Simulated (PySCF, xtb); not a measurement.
C2H2N3, SMILES [c]1nc[nH]n1, multiplicity 2.

Geometry: B3LYP-D3(BJ)/def2-SVP. The isomer is the one that the SMILES or the coordinates give; other isomers of the formula were not compared.

The numbers are results of C-PCM-ωB97X/def2-SVP in PySCF, not measurements.

The values are the electrostatic part of the solvation free energy, E(continuum) − E(gas) at the gas-phase geometry, in a cavity of scaled van der Waals radii (PySCF's table); cavitation and dispersion terms are not included. The dipole moment in vacuum is 4.01 D.

Problem. Estimate the values in water (ε = 78.36), chloroform (ε = 4.71), cyclohexanone (ε = 15.62). (Estimate from the structure and the level; the computed values follow.)

Solution. 
```tsv
solvent	ε	ΔG(elec) (kcal/mol)	dipole (D)
water	78.36	-9.7	5.17
chloroform	4.71	-7.4	4.88
cyclohexanone	15.62	-9.1	5.09
```

For comparison, GFN2-xTB/ALPB(water) (xtb, at the GFN2-xTB geometry, all terms of that model) gives -8.6 kcal/mol.
